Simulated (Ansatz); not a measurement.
Ideal-gas functions of H₄Se₄Sn, SMILES `[SeH][Sn]([SeH])([SeH])[SeH]` at 600 K and 1 bar, from an Ansatz frequency run at PBE0-D4/def2-TZVP.

Molar mass 438.58 g/mol, point group C2 (symmetry number 2), electronic degeneracy 1, moments of inertia 1311.225, 1370.41, 1421.873 u Å². Harmonic wavenumbers (cm⁻¹, unscaled): 43, 47, 52, 68, 72, 83, 130, 139, 193, 198, 252, 256, 260, 602, 612, 616, 641, 2437, 2437, 2442, 2442.

Use S(trans) = R[1.5 ln M + 2.5 ln T − 1.1517]; rotational temperatures θ = 24.2544 K / I; S(rot) = R[ln(√π/σ · √(T³/θAθBθC)) + 1.5]; for each mode x = 1.438777 ν̃/T, S = R[x/(eˣ − 1) − ln(1 − e⁻ˣ)] and H = RT x/(eˣ − 1); 1 cm⁻¹ = 0.0119627 kJ/mol; R = 8.31446 J/(mol·K).

Question: By hand: the entropy, in J/(mol·K).

Answer: Translation 199.3. Rotation: θ = 0.0185, 0.0177, 0.0171 K, giving 141.5. Vibration, mode by mode: 27.21, 26.47, 25.63, 23.40, 22.93, 21.75, 18.04, 17.49, 14.79, 14.59, 12.63, 12.50, 12.38, 5.95, 5.83, 5.79, 5.51, 0.17, 0.17, 0.16, 0.16, in all 273.5. Electronic 0.0. Sum 614.3 J/(mol·K).

Question: By hand: H − E and G − E in kJ/mol, counted from the electronic energy.

Answer: Zero-point energy ½ × 14022 × 0.0119627 = 83.9; thermal vibration 64.0; translation, rotation and pV give 4 RT = 20.0. H − E = 167.9 kJ/mol, and G − E = 167.9 − 600 × 614.3/1000 = -200.7 kJ/mol.

Vibration gives 45 % of the entropy, 182.9 J/(mol·K) of it from the modes under 150 cm⁻¹: soft modes count most, and the harmonic formula is weakest for them. The sum counts one conformer and one mirror image; others add a mixing term.
